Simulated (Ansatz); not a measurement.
A nudged elastic band was laid between two geometries of AlBClFH5NO (11 atoms, charge 0, multiplicity 1).

The calculation used Ansatz 0.2.0, RKS BHLYP/def2-SVP.

```json
{
 "movable images": "9",
 "climbing image": "yes",
 "spring": "5.0 eV/Å²",
 "optimiser": "quadratic models (default)",
 "start path": "through a guess of the saddle point",
 "force threshold": "0.03 eV/Å",
 "iteration limit": "60",
 "end points": "relaxed"
}
```

First end point:

```xyz
11
Properties=species:S:1:pos:R:3
B -0.962 -0.059 0.578
F -1.515 -1.203 0.940
Cl 2.877 0.877 0.633
N -1.155 0.528 -0.649
H -1.709 0.092 -1.364
H -0.742 1.411 -0.895
O -0.151 0.548 1.547
Al 1.201 1.989 1.360
H 1.278 2.411 2.875
H 0.476 2.866 0.263
H -0.123 0.072 2.380
```

Last end point:

```xyz
11
Properties=species:S:1:pos:R:3
B 0.082 0.706 0.053
F -2.267 -0.347 1.625
Cl 1.610 1.537 -0.617
N -0.650 -0.137 -0.751
H -0.427 -0.352 -1.704
H -1.473 -0.578 -0.367
O -0.124 1.055 1.325
Al 1.160 2.183 1.850
H 2.322 1.545 2.681
H 0.779 3.701 1.832
H -1.535 0.219 1.743
```

Question: What changes between the two ends?

Answer: Bonds broken: B1–F2, O7–H11. Bonds formed: B1–Cl3, F2–H11. AlBClFH5NO becomes AlBClH4NO + FH.

Question: Give the energies along the band, and the barrier.

Answer: The run converged. The highest image is number 5 of 0 to 10, 2.65 eV above the first end and 1.18 eV above the last; the last end lies 1.47 eV above the first. Neighbouring images differ by up to 1.7 eV, so the band resolves the path poorly. A vibrational analysis at the climbing image gives one clearly imaginary mode, 1299i cm⁻¹: a first-order saddle point. The orbitals stay closed-shell, which can raise the energy where a bond breaks towards radicals; this wasn't checked here.

| image | path coordinate (Å) | energy (eV) | B1–F2 (Å) | O7–H11 (Å) | B1–Cl3 (Å) |
| --- | --- | --- | --- | --- | --- |
| 0 | 0.00 | 0.00 | 1.32 | 0.96 | 3.95 |
| 1 | 0.87 | 0.02 | 1.32 | 0.96 | 3.57 |
| 2 | 1.74 | 0.09 | 1.32 | 0.96 | 3.28 |
| 3 | 2.61 | 0.24 | 1.32 | 0.96 | 2.95 |
| 4 | 3.48 | 0.94 | 1.35 | 0.96 | 2.37 |
| 5 | 4.36 | 2.65 | 1.73 | 1.23 | 1.92 |
| 6 | 5.19 | 1.71 | 2.61 | 1.73 | 1.87 |
| 7 | 6.03 | 1.62 | 2.97 | 1.73 | 1.87 |
| 8 | 6.87 | 1.59 | 3.06 | 1.69 | 1.87 |
| 9 | 7.71 | 1.51 | 3.03 | 1.68 | 1.86 |
| 10 | 8.55 | 1.47 | 3.02 | 1.69 | 1.86 |

Question: What is the geometry of the highest image?

Answer: 
```xyz
11
Properties=species:S:1:pos:R:3:forces:R:3
B -0.291 0.415 0.315 0.01 -0.02 -0.02
F -1.161 -0.540 1.466 0.00 0.00 0.00
Cl 1.537 -0.044 0.676 0.00 0.00 0.00
N -0.702 0.286 -1.013 0.01 0.01 0.01
H -0.396 -0.471 -1.597 0.00 0.00 0.00
H -1.573 0.698 -1.297 0.00 0.00 0.00
O -0.601 1.506 1.166 0.01 0.01 0.01
Al 0.996 2.070 1.832 -0.01 0.00 0.00
H 1.134 1.837 3.375 0.00 0.00 0.00
H 1.684 3.211 1.012 0.00 0.00 0.00
H -1.151 0.564 1.732 0.00 0.01 0.00
```

Run time: 7 min on 4 threads of Arm Neoverse V2, with other jobs on the host, peak memory 0.29 GiB.
